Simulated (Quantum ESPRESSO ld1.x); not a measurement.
Question: These are the eigenvalues of the occupied orbitals of an atom or ion with whole-number occupations (eV). Calculated with ld1.x of Quantum ESPRESSO 7.5: scalar-relativistic Kohn-Sham, LDA (Slater exchange, Perdew-Zunger correlation), spin-polarised, spherical densities, point nucleus.

| orbital | eigenvalue |
|---|---|
| 1s up | -15046.7 |
| 1s down | -15046.5 |
| 2s up | -2041.55 |
| 2s down | -2041.39 |
| 2p up | -1815.61 |
| 2p down | -1815.40 |
| 3s up | -332.711 |
| 3s down | -332.419 |
| 3p up | -260.233 |
| 3p down | -259.907 |
| 3d up | -139.899 |
| 3d down | -139.520 |
| 4s up | -65.0513 |
| 4s down | -63.1600 |
| 4p up | -47.7326 |
| 4p down | -45.8976 |

Which element is it, and in what charge state? The configuration may be excited.

Answer: Z = 37, rubidium, charge +3: Rb3+ in [Ar] 3d10 4s2 4p(up 3, down 1). The list shows which subshells hold electrons but not how many an open one holds; the 1s level, -552.96 hartree, gives Z - s = 33.3 by -(Z - s)^2/2, which with screening and relativity narrows Z to a few neighbours, and the depths of the outer levels then fix element, charge and occupations together.
